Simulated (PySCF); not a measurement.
C4H10O, triplet, at the geometry of the source list (a higher spin typed on purpose: for a closed-shell molecule this is an excited state); CAMB3LYP/6-31G* run with PySCF.

Here is a job for PySCF.
```python
from pyscf import gto, scf, dft

mol = gto.Mole()
mol.atom = '''
    C     2.33990000    0.29140000   -0.07890000
    C     0.85370000    0.58230000    0.05270000
    O     0.20670000   -0.58960000    0.50070000
    C    -1.18120000   -0.45810000    0.70320000
    C    -1.99870000   -0.47500000   -0.58790000
    H     2.74080000   -0.02680000    0.87880000
    H     2.49490000   -0.50500000   -0.80050000
    H     2.86400000    1.18340000   -0.41010000
    H     0.68380000    1.39660000    0.77700000
    H     0.44960000    0.90350000   -0.91850000
    H    -1.39240000    0.46320000    1.26820000
    H    -1.45480000   -1.31780000    1.32140000
    H    -3.05810000   -0.48750000   -0.34760000
    H    -1.75520000   -1.36380000   -1.16360000
    H    -1.79300000    0.40310000   -1.19500000
'''
mol.basis = '6-31g*'
mol.spin = 2
mol.verbose = 4
mol.build()

mf = dft.UKS(mol)
mf.xc = 'camb3lyp'
mf.grids.level = 5
mf.kernel()
```

Task: What does PySCF print? Leave out banner, timings and long lists.

Result: 
```
PySCF version 2.14.0

[INPUT] verbose = 4
[INPUT] num. atoms = 15
[INPUT] num. electrons = 42
[INPUT] charge = 0
[INPUT] spin (= nelec alpha-beta = 2S) = 2
[INPUT] symmetry False subgroup None
[INPUT] Mole.unit = angstrom
[INPUT] Symbol           X                Y                Z      unit          X                Y                Z       unit  Magmom
[INPUT]  1 C      2.339900000000   0.291400000000  -0.078900000000 AA    4.421770158870   0.550666192698  -0.149099391228 Bohr   0.0
[INPUT]  2 C      0.853700000000   0.582300000000   0.052700000000 AA    1.613259192541   1.100387522334   0.099588566765 Bohr   0.0
[INPUT]  3 O      0.206700000000  -0.589600000000   0.500700000000 AA    0.390606389948  -1.114182523044   0.946185870570 Bohr   0.0
[INPUT]  4 C     -1.181200000000  -0.458100000000   0.703200000000 AA   -2.232144498336  -0.865683537663   1.328855410794 Bohr   0.0
[INPUT]  5 C     -1.998700000000  -0.475000000000  -0.587900000000 AA   -3.776995605168  -0.897619909168  -1.110969988632 Bohr   0.0
[INPUT]  6 H      2.740800000000  -0.026800000000   0.878800000000 AA    5.179361362208  -0.050644660138   1.660691318268 Bohr   0.0
[INPUT]  7 H      2.494900000000  -0.505000000000  -0.800500000000 AA    4.714677708177  -0.954311692905  -1.512725762714 Bohr   0.0
[INPUT]  8 H      2.864000000000   1.183400000000  -0.410100000000 AA    5.412175620754   2.236301895810  -0.774976683684 Bohr   0.0
[INPUT]  9 H      0.683800000000   1.396600000000   0.777000000000 AA    1.292194723978   2.639191505568   1.468317198787 Bohr   0.0
[INPUT] 10 H      0.449600000000   0.903500000000  -0.918500000000 AA    0.849620865604   1.707367553545  -1.735713445413 Bohr   0.0
[INPUT] 11 H     -1.392400000000   0.463200000000   1.268200000000 AA   -2.631254655844   0.875321140899   2.396550671173 Bohr   0.0
[INPUT] 12 H     -1.454800000000  -1.317800000000   1.321400000000 AA   -2.749173566017  -2.490281086952   2.497084101000 Bohr   0.0
[INPUT] 13 H     -3.058100000000  -0.487500000000  -0.347600000000 AA   -5.778971461532  -0.921241485725  -0.656868800899 Bohr   0.0
[INPUT] 14 H     -1.755200000000  -1.363800000000  -1.163600000000 AA   -3.316847293837  -2.577208488682  -2.198885318544 Bohr   0.0
[INPUT] 15 H     -1.793000000000   0.403100000000  -1.195000000000 AA   -3.388278941345   0.761748600812  -2.258222718855 Bohr   0.0

nuclear repulsion = 191.824148314002
number of shells = 50
number of NR pGTOs = 175
number of NR cGTOs = 90
basis = 6-31g*
ecp = {}

******** <class 'pyscf.dft.uks.UKS'> ********
method = UKS
initial guess = minao
damping factor = 0
level_shift factor = 0
DIIS = <class 'pyscf.scf.diis.CDIIS'>
diis_start_cycle = 1
diis_space = 8
diis_damp = 0
SCF conv_tol = 1e-09
SCF conv_tol_grad = None
SCF max_cycles = 50
direct_scf = True
direct_scf_tol = 1e-13
number electrons alpha = 22  beta = 20
XC library pyscf.dft.libxc version 7.1.2
    S. Lehtola, C. Steigemann, M. J. T. Oliveira, and M. A. L. Marques,  SoftwareX 7, 1–5 (2018)
XC functionals = camb3lyp
    T. Yanai, D. P. Tew, and N. C. Handy,  Chem. Phys. Lett. 393, 51 (2004)
radial grids:
    Treutler-Ahlrichs [JCP 102, 346 (1995); DOI:10.1063/1.469408] (M4) radial grids

becke partition: Becke, JCP 88, 2547 (1988); DOI:10.1063/1.454033
pruning grids: <function nwchem_prune>
grids dens level: 5
symmetrized grids: False
atomic radii adjust function: <function treutler_atomic_radii_adjust>
small_rho_cutoff = 0
Set gradient conv threshold to 3.16228e-05
tot grids = 450296
init E= -233.92892512551

cycle= 1 E= -233.167250893503  delta_E= 0.762  |g|= 0.273  |ddm|= 4.93

cycle= 2 E= -233.172111710909  delta_E= -0.00486  |g|= 0.332  |ddm|= 1.45

cycle= 3 E= -233.213819041098  delta_E= -0.0417  |g|= 0.0488  |ddm|= 0.502

cycle= 4 E= -233.215863573571  delta_E= -0.00204  |g|= 0.0435  |ddm|= 0.219

cycle= 5 E= -233.217145256321  delta_E= -0.00128  |g|= 0.0131  |ddm|= 0.19

cycle= 6 E= -233.217506964386  delta_E= -0.000362  |g|= 0.00574  |ddm|= 0.144

cycle= 7 E= -233.217602600303  delta_E= -9.56e-05  |g|= 0.00332  |ddm|= 0.104

cycle= 8 E= -233.217640550165  delta_E= -3.79e-05  |g|= 0.00192  |ddm|= 0.0707

cycle= 9 E= -233.217666889998  delta_E= -2.63e-05  |g|= 0.00142  |ddm|= 0.0703

cycle= 10 E= -233.217696084271  delta_E= -2.92e-05  |g|= 0.00121  |ddm|= 0.115

cycle= 11 E= -233.217712908984  delta_E= -1.68e-05  |g|= 0.000579  |ddm|= 0.117

cycle= 12 E= -233.217716702867  delta_E= -3.79e-06  |g|= 0.000326  |ddm|= 0.0575

cycle= 13 E= -233.217717575773  delta_E= -8.73e-07  |g|= 0.000242  |ddm|= 0.0213

cycle= 14 E= -233.217718066969  delta_E= -4.91e-07  |g|= 0.000119  |ddm|= 0.0182

cycle= 15 E= -233.217718249037  delta_E= -1.82e-07  |g|= 9.5e-05  |ddm|= 0.0102

cycle= 16 E= -233.217718316689  delta_E= -6.77e-08  |g|= 4.68e-05  |ddm|= 0.00833

cycle= 17 E= -233.217718332796  delta_E= -1.61e-08  |g|= 2.88e-05  |ddm|= 0.00196

cycle= 18 E= -233.217718339054  delta_E= -6.26e-09  |g|= 1.14e-05  |ddm|= 0.00321

cycle= 19 E= -233.2177183397  delta_E= -6.46e-10  |g|= 5.97e-06  |ddm|= 0.000278

Extra cycle  E= -233.217718339791  delta_E= -9.12e-11  |g|= 4.69e-06  |ddm|= 6.42e-05
converged SCF energy = -233.217718339791  <S^2> = 2.0053349  2S+1 = 3.0035545
```
